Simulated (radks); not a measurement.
The numbers below are computed, except where a source is named.
The potassium ion K4+, configuration [Ne] 3s2 3p3. Level of theory: Dirac Kohn-Sham, PBE, spin-unpolarised, spherical densities, point nucleus; open shells are shared between the two j in proportion to 2j + 1 (a radial shooting solver on a logarithmic mesh with Libxc functionals).

X-ray form factor f0, the Fourier transform of the density (f0(0) = 15):

sin(theta)/lambda (1/angstrom)  f0 (electrons)
0.05                                    14.822
0.1                                     14.317
0.15                                    13.558
0.2                                     12.644
0.25                                    11.677
0.3                                     10.741
0.4                                      9.150
0.5                                      8.001
0.6                                      7.175
0.8                                      5.928
1                                        4.814
1.25                                     3.601
1.5                                      2.706
2                                        1.747
